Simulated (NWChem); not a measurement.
System: C4H12NSi, doublet; SMILES [Si](C)(N(C)C)C

Input file for NWChem:

```
start job
memory heap 200 mb stack 900 mb global 1100 mb
geometry units angstroms noautosym nocenter noautoz
  C     -1.208069    -1.757772     0.013975
  N     -0.000277    -0.957129     0.041819
  C      1.208667    -1.756092     0.015761
  Si    -0.001122     0.743392    -0.469404
  C     -1.549017     1.572572     0.269475
  C      1.545694     1.574150     0.269995
  H     -1.281592    -2.400622    -0.898221
  H     -1.248138    -2.440473     0.895006
  H     -2.110009    -1.116605     0.048812
  H      2.109655    -1.113675     0.052033
  H      1.284473    -2.398787    -0.896357
  H      1.248324    -2.438795     0.896810
  H     -1.496207     2.663871     0.077241
  H     -2.494160     1.207282    -0.179229
  H     -1.597912     1.415220     1.368894
  H      2.491283     1.211116    -0.179595
  H      1.490890     2.665618     0.079287
  H      1.595295     1.415401     1.369182
end
basis spherical
  * library 6-31g*
end
dft
  odft
  mult 2
  xc xpbe96 cpbe96
  iterations 150
end
property
  hyperfine
end
task dft property
```

NWChem printed, in part:

```
             Northwest Computational Chemistry Package (NWChem) 7.3.0
             --------------------------------------------------------

                             Geometry "geometry" -> ""
                             -------------------------

 Output coordinates in angstroms (scale by  1.889725989 to convert to a.u.)

  No.       Tag          Charge          X              Y              Z
 ---- ---------------- ---------- -------------- -------------- --------------
    1 C                    6.0000    -1.20806900    -1.75777200     0.01397500
    2 N                    7.0000    -0.00027700    -0.95712900     0.04181900
    3 C                    6.0000     1.20866700    -1.75609200     0.01576100
    4 Si                  14.0000    -0.00112200     0.74339200    -0.46940400
    5 C                    6.0000    -1.54901700     1.57257200     0.26947500
    6 C                    6.0000     1.54569400     1.57415000     0.26999500
    7 H                    1.0000    -1.28159200    -2.40062200    -0.89822100
    8 H                    1.0000    -1.24813800    -2.44047300     0.89500600
    9 H                    1.0000    -2.11000900    -1.11660500     0.04881200
   10 H                    1.0000     2.10965500    -1.11367500     0.05203300
   11 H                    1.0000     1.28447300    -2.39878700    -0.89635700
   12 H                    1.0000     1.24832400    -2.43879500     0.89681000
   13 H                    1.0000    -1.49620700     2.66387100     0.07724100
   14 H                    1.0000    -2.49416000     1.20728200    -0.17922900
   15 H                    1.0000    -1.59791200     1.41522000     1.36889400
   16 H                    1.0000     2.49128300     1.21111600    -0.17959500
   17 H                    1.0000     1.49089000     2.66561800     0.07928700
   18 H                    1.0000     1.59529500     1.41540100     1.36918200

 Effective nuclear repulsion energy (a.u.)     310.6849572249

  pbe96 is a nonlocal functional; adding pw91lda local functional.
                              NWChem Property Module
                              ----------------------

  itol2e modified to match energy
  convergence criterion.

                                 NWChem DFT Module
                                 -----------------

 Summary of "ao basis" -> "ao basis" (spherical)
 ------------------------------------------------------------------------------
       Tag                 Description            Shells   Functions and Types
 ---------------- ------------------------------  ------  ---------------------
 C                           6-31g*                  6       14   3s2p1d
 N                           6-31g*                  6       14   3s2p1d
 Si                          6-31g*                  8       18   4s3p1d
 H                           6-31g*                  2        2   2s

  itol2e modified to match energy
  convergence criterion.

            General Information
            -------------------
          SCF calculation type: DFT
          Wavefunction type:  spin polarized.
          No. of atoms     :    18
          No. of electrons :    57
           Alpha electrons :    29
            Beta electrons :    28
          Charge           :     0
          Spin multiplicity:     2
          Use of symmetry is: off; symmetry adaption is: off
          Maximum number of iterations: 150
          AO basis - number of functions:   112
                     number of shells:    62
          Convergence on energy requested:  1.00D-07
          Convergence on density requested:  1.00D-05
          Convergence on gradient requested:  5.00D-04

              XC Information
              --------------
          PerdewBurkeErnzerhof Exchange Functional  1.000
            Perdew 1991 LDA Correlation Functional  1.000 local
           PerdewBurkeErnz. Correlation Functional  1.000 non-local

             Grid Information
             ----------------
          Grid used for XC integration:  fine
          Radial quadrature: Mura-Knowles
          Angular quadrature: Lebedev.
          Tag              B.-S. Rad. Rad. Pts. Rad. Cut. Ang. Pts.
          ---              ---------- --------- --------- ---------
          C                   0.70       70          12.0       590
          N                   0.65       70          10.0       590
          Si                  1.10      123          10.0       770
          H                   0.35       60          13.0       590
          Grid pruning is: on
          Number of quadrature shells:  1193
          Spatial weights used:  Erf1

      Superposition of Atomic Density Guess
      -------------------------------------

 Sum of atomic energies:        -499.73085283

      Non-variational initial energy
      ------------------------------

 Total energy =    -503.289135
 1-e energy   =   -1299.765557
 2-e energy   =     485.791465
 HOMO         =      -0.107050
 LUMO         =       0.107604

[...]

          ----------------------
          Hyperfine Interactions
          ----------------------

 Total Spin Density (Fermi Contact Term)
 ------------------ --------------------
     Atom            x         y         z       Density (a.u.)      Aiso(MHz)     Aiso(Gauss)
     1  13-C     -2.28292  -3.32171   0.02641      -0.004830         -5.429846      -1.937501
     2  14-N     -0.00052  -1.80871   0.07903       0.035815         11.571989       4.129166
     3  13-C      2.28405  -3.31853   0.02978      -0.004836         -5.437038      -1.940067
     4  29-Si    -0.00212   1.40481  -0.88704       0.440542       -391.521796    -139.704477
     5  13-C     -2.92722   2.97173   0.50923       0.050943         57.269785      20.435249
     6  13-C      2.92094   2.97471   0.51022       0.050886         57.205782      20.412411
     7   1-H     -2.42186  -4.53652  -1.69739       0.003009         13.448179       4.798636
     8   1-H     -2.35864  -4.61183   1.69132       0.003334         14.903538       5.317944
     9   1-H     -3.98734  -2.11008   0.09224       0.000056          0.248862       0.088800
    10   1-H      3.98667  -2.10454   0.09833       0.000056          0.248140       0.088543
    11   1-H      2.42730  -4.53305  -1.69387       0.003010         13.453246       4.800444
    12   1-H      2.35899  -4.60865   1.69473       0.003341         14.933931       5.328789
    13   1-H     -2.82742   5.03399   0.14596      -0.000838         -3.743678      -1.335835
    14   1-H     -4.71328   2.28143  -0.33869      -0.000058         -0.261299      -0.093238
    15   1-H     -3.01962   2.67438   2.58683       0.008015         35.825227      12.783310
    16   1-H      4.70784   2.28868  -0.33939      -0.000053         -0.235715      -0.084109
    17   1-H      2.81737   5.03729   0.14983      -0.000837         -3.742130      -1.335283
    18   1-H      3.01467   2.67472   2.58738       0.008009         35.798893      12.773914

           -------------------------------------------
           Anisotropic Interaction (Spin-Dipolar Term)
           -------------------------------------------

 ------------------------------------------------------------
     Atom            x         y         z
 ------------------------------------------------------------
     1  13-C     -2.28292  -3.32171   0.02641

   Spin-Dipolar term (a.u.)
        xx             yy             zz             xy             xz             yz
 ------------------------------------------------------------------------------------------
       0.002375       0.002350      -0.004725       0.008113      -0.001847      -0.003595

   Principal Comp. of -hf- tensor (au)            Anisotropic -hfcc- (MHz)               Anisotropic -hfcc- (Gauss)
 --------------------------------------------------------------------------------------------------------------------------
      0.011399    -0.006906    -0.004493       1.529611    -0.926670    -0.602941       0.545802    -0.330658    -0.215144

   Orientation of the principal axis of Hyperfine Tensor w.r.t absolute (molecular) frame
 --------------------------------------------------------------------------------------------------------------------------
      0.676111    -0.405459     0.615205
      0.698900     0.617268    -0.361274
     -0.233265     0.674228     0.700717

 ------------------------------------------------------------
     Atom            x         y         z
 ------------------------------------------------------------
     2  14-N     -0.00052  -1.80871   0.07903

   Spin-Dipolar term (a.u.)
        xx             yy             zz             xy             xz             yz
 ------------------------------------------------------------------------------------------
      -0.227544      -0.209495       0.437039       0.000051      -0.000380      -0.096675

   Principal Comp. of -hf- tensor (au)            Anisotropic -hfcc- (MHz)               Anisotropic -hfcc- (Gauss)
 --------------------------------------------------------------------------------------------------------------------------
     -0.227545    -0.223641     0.451186      -8.775888    -8.625330    17.401218      -3.131450    -3.077727     6.209177

   Orientation of the principal axis of Hyperfine Tensor w.r.t absolute (molecular) frame
 --------------------------------------------------------------------------------------------------------------------------
      0.999999    -0.001090    -0.000565
      0.000997     0.989463    -0.144784
      0.000717     0.144784     0.989463

 ------------------------------------------------------------
     Atom            x         y         z
 ------------------------------------------------------------
     3  13-C      2.28405  -3.31853   0.02978

   Spin-Dipolar term (a.u.)
        xx             yy             zz             xy             xz             yz
 ------------------------------------------------------------------------------------------
       0.002394       0.002327      -0.004721      -0.008111       0.001861      -0.003600

   Principal Comp. of -hf- tensor (au)            Anisotropic -hfcc- (MHz)               Anisotropic -hfcc- (Gauss)
 --------------------------------------------------------------------------------------------------------------------------
      0.011401    -0.006906    -0.004495       1.529888    -0.926660    -0.603229       0.545901    -0.330655    -0.215247

   Orientation of the principal axis of Hyperfine Tensor w.r.t absolute (molecular) frame
 --------------------------------------------------------------------------------------------------------------------------
      0.676872     0.404086    -0.615272
     -0.697930     0.617971    -0.361946
      0.233963     0.674408     0.700311

 ------------------------------------------------------------
     Atom            x         y         z
 ------------------------------------------------------------
     4  29-Si    -0.00212   1.40481  -0.88704

   Spin-Dipolar term (a.u.)
        xx             yy             zz             xy             xz             yz
 ------------------------------------------------------------------------------------------
      -0.498071      -0.499735       0.997806       0.000030      -0.000099      -0.114737

   Principal Comp. of -hf- tensor (au)            Anisotropic -hfcc- (MHz)               Anisotropic -hfcc- (Gauss)
 --------------------------------------------------------------------------------------------------------------------------
     -0.498071    -0.508475     1.006546      52.837430    53.941062  -106.778492      18.853677    19.247480   -38.101157

   Orientation of the principal axis of Hyperfine Tensor w.r.t absolute (molecular) frame
 --------------------------------------------------------------------------------------------------------------------------
      0.999998    -0.002128    -0.000067
      0.002117     0.997109    -0.075952
      0.000228     0.075952     0.997111

 ------------------------------------------------------------
     Atom            x         y         z
 ------------------------------------------------------------
     5  13-C     -2.92722   2.97173   0.50923

   Spin-Dipolar term (a.u.)
        xx             yy             zz             xy             xz             yz
 ------------------------------------------------------------------------------------------
       0.018323      -0.017563      -0.000760      -0.028085      -0.040804       0.024683

   Principal Comp. of -hf- tensor (au)            Anisotropic -hfcc- (MHz)               Anisotropic -hfcc- (Gauss)
 --------------------------------------------------------------------------------------------------------------------------
      0.067154    -0.035360    -0.031794       9.011386    -4.744936    -4.266450       3.215481    -1.693108    -1.522373

   Orientation of the principal axis of Hyperfine Tensor w.r.t absolute (molecular) frame
 --------------------------------------------------------------------------------------------------------------------------
      0.712139    -0.133478     0.689233
     -0.403475     0.725607     0.557407
     -0.574514    -0.675039     0.462878

 ------------------------------------------------------------
     Atom            x         y         z
 ------------------------------------------------------------
     6  13-C      2.92094   2.97471   0.51022

   Spin-Dipolar term (a.u.)
        xx             yy             zz             xy             xz             yz
 ------------------------------------------------------------------------------------------
       0.018211      -0.017484      -0.000727       0.028094       0.040732       0.024727

   Principal Comp. of -hf- tensor (au)            Anisotropic -hfcc- (MHz)               Anisotropic -hfcc- (Gauss)
 --------------------------------------------------------------------------------------------------------------------------
      0.067087    -0.035333    -0.031754       9.002412    -4.741383    -4.261029       3.212279    -1.691840    -1.520439

   Orientation of the principal axis of Hyperfine Tensor w.r.t absolute (molecular) frame
 --------------------------------------------------------------------------------------------------------------------------
      0.711425     0.131104    -0.690425
      0.404378     0.727137     0.554753
      0.574763    -0.673857     0.464288

[...]
```

Level: PBE/6-31G* (spherical d), spin-unrestricted, contact and dipolar terms. Structure relaxed at the PBE-D3(BJ)/def2-SVP, spin-unrestricted level. No frequency run checked for a minimum. No stability test was run on the SCF state.
